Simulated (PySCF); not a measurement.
**CrS(OH): fields on a plane**

Computed with PySCF, UPBE, basis Cr def2-SVP, S def2-SVP, O def2-SVP, H def2-SVP (no relativity, density fitting).

The quartet minimum has Cr–O 1.756 Å, Cr–S 2.040 Å, O–H 0.974 Å; Cr–O–H 137.0°, O–Cr–S 145.0°.

The plane holds Cr1 at (0.00, 0.00), S2 at (2.04, 0.00), O3 at (-1.44, 1.01), H4 at (-1.64, 1.96) Å. Columns run from x = -3.75 to 4.35 Å, rows from y = 4.35 (top) to -1.95 Å, in steps of 0.3 Å. Other isomers or separated fragments may lie lower.

Question: Give the electron localisation function (set to 0 where the density is under 0.005 e/Å³). Lower edges of the bins: '0' 0.000, '1' 0.100, '2' 0.199, '3' 0.299, '4' 0.399, '5' 0.498, '6' 0.598, '7' 0.698, '8' 0.798, '9' 0.897; top 1.00.

Answer: 
```
0000000000000000000000000000
0000000000000000000000000000
0000000000000000000000000000
0000000000000000000000000000
0000005640000000000000000000
0000389885000000000000000000
0000689987200000000000000000
0001689997300000000000000000
0001589997311001222223210000
0000368987532112444455542000
0001368657751112566677764200
0002478197831112578888876400
0003688528613521588789987520
0003578886157862582006997530
0001467751382273561881997530
0000234410482283461881997530
0000011100268761482006986520
0000000000146411588788875410
0000000001133201688888764200
0000000012232213677776543100
0000000012333334666554321000
0000000001233333443322100000
```

Question: Give the spin density (e/Å³) (cut at ±0.5 e/Å³). Every second row and column.

Answer: 
```
 0.00  0.00  0.00  0.00  0.00  0.00  0.00  0.00  0.00  0.00  0.00  0.00  0.00  0.00
 0.00  0.00  0.00  0.00  0.00  0.00  0.00  0.00  0.00  0.00  0.00  0.00  0.00  0.00
 0.00  0.00  0.00  0.00  0.00  0.00  0.00  0.00  0.00  0.00  0.00  0.00  0.00  0.00
 0.00  0.00  0.00  0.00  0.00  0.00  0.00  0.00  0.00  0.00  0.00  0.00  0.00  0.00
 0.00  0.00  0.00  0.01  0.01  0.00  0.00  0.01  0.00  0.00  0.00  0.00  0.00  0.00
 0.00  0.00  0.00 -0.02 -0.02 -0.02  0.03  0.03  0.01 -0.01 -0.01  0.00  0.00  0.00
 0.00  0.00  0.00 -0.02 -0.05  0.00  0.37  0.30  0.01 -0.08 -0.05  0.00  0.00  0.00
 0.00  0.00  0.00  0.00  0.00  0.30  0.50  0.50  0.01 -0.04  0.00  0.01  0.00  0.00
 0.00  0.00  0.00  0.00  0.01  0.14  0.50  0.37  0.01 -0.04 -0.08 -0.04 -0.01  0.00
 0.00  0.00  0.00  0.00  0.01  0.06  0.19  0.08  0.02 -0.01 -0.03 -0.02  0.00  0.00
 0.00  0.00  0.00  0.00  0.01  0.02  0.03  0.02  0.01  0.00  0.00  0.00  0.00  0.00
```

The determinant is spin-contaminated (⟨S²⟩ = 3.95, pure value 3.75). Other spin states or occupations of the open shell can lie lower.
